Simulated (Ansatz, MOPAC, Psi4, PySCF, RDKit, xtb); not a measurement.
Pair of molecules: CH4O (SMILES CO) (first 6 atoms) with C2H6O (SMILES COC); geometry from B3LYP-D3(BJ)/def2-TZVP, rigid monomers moved along the line of their centres of mass till H6···O8 is 2.58 Å.
(charge 0, multiplicity 1):
```xyz
15

C      0.1363    -0.0718    -0.2436
O      0.3762     0.9196     0.7360
H      0.7891    -0.9452    -0.1216
H      0.3425     0.3716    -1.2182
H     -0.9047    -0.4182    -0.2399
H      0.2018     0.5354     1.6109
C     -1.1291     0.4550     4.7667
O     -0.0995    -0.2170     4.0632
C      1.1295    -0.2355     4.7678
H     -0.8572     1.4983     4.9638
H     -1.3403    -0.0438     5.7194
H     -2.0190     0.4286     4.1410
H      1.4864     0.7815     4.9662
H      1.8534    -0.7529     4.1415
H      1.0252    -0.7686     5.7195
```

```json
[
 {"level": "MMFF94", "interaction energy (kcal/mol)": "-3.11", "cost": "-"},
 {"level": "UFF", "interaction energy (kcal/mol)": "-0.49", "cost": "-"},
 {"level": "GFN-FF", "interaction energy (kcal/mol)": "-3.75", "cost": "-"},
 {"level": "AM1", "interaction energy (kcal/mol)": "-1.65", "cost": "-"},
 {"level": "PM3", "interaction energy (kcal/mol)": "-1.22", "cost": "-"},
 {"level": "PM6", "interaction energy (kcal/mol)": "-2.24", "cost": "-"},
 {"level": "PM7", "interaction energy (kcal/mol)": "-3.77", "cost": "-"},
 {"level": "GFN1-xTB", "interaction energy (kcal/mol)": "-2.83", "cost": "-"},
 {"level": "GFN2-xTB", "interaction energy (kcal/mol)": "-3.05", "cost": "-"},
 {"level": "HF/STO-3G (no counterpoise)", "interaction energy (kcal/mol)": "-1.87", "cost": "-"},
 {"level": "HF/3-21G (no counterpoise)", "interaction energy (kcal/mol)": "-5.44", "cost": "-"},
 {"level": "HF/6-31G*", "interaction energy (kcal/mol)": "-3.11", "cost": "-"},
 {"level": "HF/6-31G* (no counterpoise)", "interaction energy (kcal/mol)": "-3.85", "cost": "-"},
 {"level": "HF/aug-cc-pVDZ", "interaction energy (kcal/mol)": "-2.82", "cost": "-"},
 {"level": "PBE/def2-TZVPPD", "interaction energy (kcal/mol)": "-3.06", "cost": "×1"},
 {"level": "PBE-D3(BJ)/def2-TZVPPD", "interaction energy (kcal/mol)": "-3.66", "cost": "×1"},
 {"level": "BP86/6-31G* (no counterpoise)", "interaction energy (kcal/mol)": "-3.71", "cost": "-"},
 {"level": "r2SCAN/def2-TZVPPD", "interaction energy (kcal/mol)": "-3.16", "cost": "×2"},
 {"level": "r2SCAN-D3(BJ)/def2-TZVPPD", "interaction energy (kcal/mol)": "-3.50", "cost": "×2"},
 {"level": "r2SCAN-D4/def2-TZVPPD", "interaction energy (kcal/mol)": "-3.48", "cost": "×2"},
 {"level": "B3LYP/3-21G (no counterpoise)", "interaction energy (kcal/mol)": "-5.88", "cost": "-"},
 {"level": "B3LYP/6-31G*", "interaction energy (kcal/mol)": "-3.05", "cost": "-"},
 {"level": "B3LYP/6-31G* (no counterpoise)", "interaction energy (kcal/mol)": "-4.23", "cost": "-"},
 {"level": "B3LYP/6-311+G** (no counterpoise)", "interaction energy (kcal/mol)": "-3.41", "cost": "-"},
 {"level": "B3LYP/def2-TZVPPD", "interaction energy (kcal/mol)": "-2.77", "cost": "×1"},
 {"level": "B3LYP-D3(BJ)/def2-TZVPPD", "interaction energy (kcal/mol)": "-3.61", "cost": "×1"},
 {"level": "B3LYP-D4/def2-TZVPPD", "interaction energy (kcal/mol)": "-3.59", "cost": "×1"},
 {"level": "PBE0/def2-TZVPPD", "interaction energy (kcal/mol)": "-3.04", "cost": "×1"},
 {"level": "PBE0-D3(BJ)/def2-TZVPPD", "interaction energy (kcal/mol)": "-3.63", "cost": "×1"},
 {"level": "PBE0-D4/def2-TZVPPD", "interaction energy (kcal/mol)": "-3.62", "cost": "×1"},
 {"level": "M06-2X/6-31G* (no counterpoise)", "interaction energy (kcal/mol)": "-4.26", "cost": "-"},
 {"level": "wB97X-V/def2-TZVPPD", "interaction energy (kcal/mol)": "-3.56", "cost": "×3"},
 {"level": "wB97M-V/def2-TZVPPD", "interaction energy (kcal/mol)": "-3.49", "cost": "×4"},
 {"level": "MP2/6-31G*", "interaction energy (kcal/mol)": "-3.46", "cost": "-"},
 {"level": "MP2/6-31G* (no counterpoise)", "interaction energy (kcal/mol)": "-4.84", "cost": "-"},
 {"level": "MP2/aug-cc-pVDZ", "interaction energy (kcal/mol)": "-3.47", "cost": "-"},
 {"level": "SCS-MP2/aug-cc-pVDZ", "interaction energy (kcal/mol)": "-3.24", "cost": "-"},
 {"level": "CCSD/aug-cc-pVDZ", "interaction energy (kcal/mol)": "-3.34", "cost": "-"},
 {"level": "CCSD(T)/aug-cc-pVDZ", "interaction energy (kcal/mol)": "-3.45", "cost": "×50"},
 {"level": "SAPT0/jun-cc-pV(D+d)Z", "interaction energy (kcal/mol)": "-3.79", "cost": "-"}
]
```

The rows run from -5.88 (B3LYP/3-21G (no counterpoise)) to -0.49 kcal/mol (UFF). In aug-cc-pVDZ the value moves HF -2.82, MP2 -3.47, CCSD -3.34, CCSD(T) -3.45, a shift of -0.64 from HF to CCSD(T). The dispersion term adds -0.60 in PBE-D3(BJ), -0.34 in r2SCAN-D3(BJ), -0.32 in r2SCAN-D4. The 6 functionals in def2-TZVPPD without D3 or D4 span 0.79, from wB97X-V to B3LYP.

Counterpoise-corrected where a basis set is named; no monomer relaxation. Rows marked so take none. RDKit's UFF carries no charges.

Cores are frozen in the correlated methods. Rows in 3-21G, 6-311+G**, 6-31G*, STO-3G carry no dispersion term and start afresh at each structure (6-31G* with six Cartesian d functions). MP2/6-31G* freezes PySCF's default core. The state that AM1, PM3, PM6, PM7 reach isn't checked; PM7 holds dispersion and hydrogen-bond terms.

The values were computed with Ansatz (a quantum-chemistry and plane-wave program); MOPAC for AM1, PM3, PM6, PM7 (differences of heats of formation); Psi4 for SAPT; PySCF for 3-21G rows, 6-311+G** rows, 6-31G* rows, STO-3G rows, the dispersion terms; RDKit for the force fields; xtb for the GFN methods. Values without a source in brackets are computed.

Costs are rough ratios of core time to PBE/def2-TZVPPD (about 9 s over the structures, on one shared machine); a dash marks a level with no comparable run of its own.
